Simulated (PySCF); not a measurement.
C3H8OSi, SMILES O[C@H]1C[C@H]1[SiH3]. Geometry: PBE-D3(BJ)/def2-SVP. The structure was generated by enumeration; whether it is a known compound was not checked. The values are those of a single conformer.

Method: PBE-D3(BJ)/def2-SVP (PySCF).

Harmonic wavenumbers (cm⁻¹): 116, 161, 220, 295, 415, 456, 561, 646, 702, 798, 816, 892, 907, 920, 923, 982, 994, 1010, 1068, 1129, 1192, 1236, 1261, 1356, 1422, 2152, 2168, 2175, 3014, 3052, 3082, 3148, 3696. Rotational constants (GHz): 6.252, 2.973, 2.349; symmetry number 1.

**Question.** Work out the zero-point energy and the ideal-gas rigid-rotor harmonic-oscillator thermochemistry at 298.15 K and 1 atm.

**Answer.** ZPE = ½ Σ hcν = ½ × 42968 cm⁻¹ = 257.01 kJ/mol. H − E(el) = 277.04 kJ/mol. Entropy in J/(mol K): translation 164.61, rotation 110.46, vibration 56.43, total 331.50. G − E(el) = 178.20 kJ/mol. Cp = 111.56 J/(mol K). Modes under 150 cm⁻¹ make the vibrational entropy uncertain.
